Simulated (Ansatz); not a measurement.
`[F][Sn][Br]` + CH₃OH → `C[O][Sn][F]` + HBr at 500 K and 1 bar (ligand exchange at the Sn–Br bond).

Isolated molecules relaxed with PBE0-D4/def2-TZVP in Ansatz; ΔE leaves out vibrations. CCSD(T)/CBS is the MP2 limit (def2-TZVPP, def2-QZVPP) plus CCSD(T) − MP2 in def2-TZVPP, frozen cores. This one scheme is used for every species. Elements past krypton have def2 core potentials. For Br, Sn outer-core shells are correlated without core-valence functions, which leaves a few kJ/mol of doubt a bond. Scalar relativity is left out up to krypton. One conformer a species, not always the lowest.

| species | CCSD(T)/CBS energy (Eh) | H − E (kJ/mol) | S (J/(mol·K)) |
| --- | --- | --- | --- |
| `[F][Sn][Br]` | -2887.23951 | 30.3 | 339.8 |
| CH₃OH | -115.61712 | 157.0 | 265.4 |
| `C[O][Sn][F]` | -428.91146 | 148.3 | 377.3 |
| HBr | -2573.91920 | 30.5 | 213.7 |

H − E and S are ideal-gas, rigid-rotor, harmonic terms from PBE0-D4/def2-TZVP, for one conformer and one mirror image of each species. 1 Eh = 2625.50 kJ/mol, R = 8.31446 J/(mol·K).

Problem. By hand: ΔE, ΔH, ΔS and ΔG.

Solution. ΔE = (-428.91146) + (-2573.91920) − (-2887.23951) − (-115.61712) = 0.02597 Eh = 68.2 kJ/mol. Δ(H − E) = 148.3 + 30.5 − 30.3 − 157.0 = -8.5, so ΔH = 59.7 kJ/mol. ΔS = 377.3 + 213.7 − 339.8 − 265.4 = -14.2 J/(mol·K). ΔG = 59.7 − 500 × (-14.2)/1000 = 66.8 kJ/mol.

Problem. By hand: the equilibrium constant, and the temperature at which ΔG would vanish if ΔH and ΔS stayed fixed.

Solution. log₁₀ K = −ΔG/(RT ln 10) = -7.0. ΔH and −TΔS have one sign here, so there is no such temperature.

The number of gas molecules stays the same, so ΔS is small and ΔH decides. A doubt of 5 kJ/mol in ΔE shifts log₁₀ K by 0.5 here. Other conformers and mirror images would add mixing entropy, several J/(mol·K) or more a flexible species. These are equilibria of isolated gas molecules and say nothing of rates. Largest T1 diagnostic: 0.017 (customary marks: 0.02 for closed shells, 0.045 for open ones).
